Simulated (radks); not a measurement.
Task: The table gives one normalised radial function P(r) = r R(r) (large component) of Tc2+ in [Kr] 4d5 (r in bohr). All-electron calculation, Dirac Kohn-Sham, PBE, spin-unpolarised, spherical densities, point nucleus; open shells fill j = l - 1/2 first. Program: a radial shooting solver on a logarithmic mesh with Libxc functionals.

r,P
0.001172,0.0000
0.001343,0.0000
0.001538,0.0000
0.001763,0.0000
0.002003,0.0000
0.002295,0.0000
0.002629,0.0001
0.003012,0.0001
0.003451,0.0001
0.003954,0.0002
0.004494,0.0002
0.005149,0.0003
0.005899,0.0005
0.006758,0.0007
0.007743,0.0010
0.008871,0.0014
0.01008,0.0020
0.01155,0.0029
0.01323,0.0042
0.01516,0.0061
0.01737,0.0087
0.0199,0.0125
0.0228,0.0178
0.02591,0.0248
0.02969,0.0352
0.03401,0.0495
0.03897,0.0691
0.04464,0.0957
0.05115,0.1313
0.05813,0.1752
0.0666,0.2353
0.07631,0.3117
0.08742,0.4067
0.1002,0.5218
0.1147,0.6569
0.1304,0.8004
0.1494,0.9654
0.1712,1.1352
0.1961,1.2981
0.2247,1.4399
0.2574,1.5451
0.2926,1.5972
0.3352,1.5922
0.384,1.5207
0.44,1.3865
0.5041,1.2018
0.5775,0.9857
0.6617,0.7609
0.752,0.5616
0.8616,0.3791
0.9871,0.2360
1.131,0.1341
1.296,0.0688
1.484,0.0315
1.687,0.0135
1.933,0.0047
2.214,0.0014
2.537,0.0004
2.907,0.0001
3.33,0.0000
3.785,0.0000
4.336,0.0000
4.968,0.0000
5.692,0.0000

Which n and l does it have? It may be an empty orbital.

Result: n = 3, l = 2: the number of nodes gives n - l - 1 = 0, the rise at small r points to l (for j = l - 1/2 the large component starts as r^gamma with gamma = sqrt(l^2 - (Z/c)^2) = 1.98 and the r^(l+1) term takes over further out; the orbital of l - 1 with the same j starts with the same power, but with a larger coefficient, and does not steepen), and the extent must fit the shell. The curve is that of 3d3/2; the two j differ most near the nucleus, where j = l - 1/2 has the larger amplitude, and in heavy atoms j = l - 1/2 is also the more compact. 3d3/2: eigenvalue -267.99 eV, 0 radial nodes, <r> = 0.397 bohr, 90 % of the charge inside 0.633 bohr.
